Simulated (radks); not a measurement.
Values are calculated unless marked as measured or tabulated.
The germanium anion Ge4-, [Kr], held by a Watson sphere: a shell of charge +4 at radius R that stands for the Madelung well of a crystal (potential energy -4/R inside, -4/r outside, in hartree with lengths in bohr). Code: a radial shooting solver on a logarithmic mesh with Libxc functionals. Model: scalar-relativistic Kohn-Sham, LDA (Slater exchange, Perdew-Wang correlation), spin-polarised, spherical densities, finite nucleus; Fermi nuclear charge, rms radius of each element as measured or else 0.836 A^(1/3) + 0.57 fm. Response by self-consistent Sternheimer equations with the Hartree and adiabatic LDA kernel, the relativistic mass of each level held fixed and spin-orbit coupling left out. The sphere does not respond.

R (bohr)  e(3d) (eV)  e(4s) (eV)  e(4p) (eV)  <r> 4p (bohr)  sum of <r^2> (bohr^2)  X-ray form factor at sin(theta)/lambda = 0.1 1/angstrom  alpha (bohr^3)
2.35         -29.143     -15.224      -7.348          2.610                  68.88                                                   31.887           43.21
3.09         -27.255     -12.620      -5.923          3.020                  86.87                                                   31.196           77.61
3.62         -26.789     -11.348      -5.071          3.322                  101.5                                                   30.752           117.4
4            -26.619     -10.679      -4.560          3.542                  112.8                                                   30.469           156.4
4.1          -26.588     -10.532      -4.439          3.600                  115.9                                                   30.400           168.3
4.26         -26.546     -10.318      -4.257          3.694                  121.0                                                   30.295           189.0
4.73         -26.469      -9.829      -3.791          3.972                  136.9                                                   30.020           262.1
4.8          -26.462      -9.771      -3.730          4.014                  139.4                                                   29.984           274.7
5.05         -26.445      -9.592      -3.528          4.163                  148.5                                                   29.864           323.1
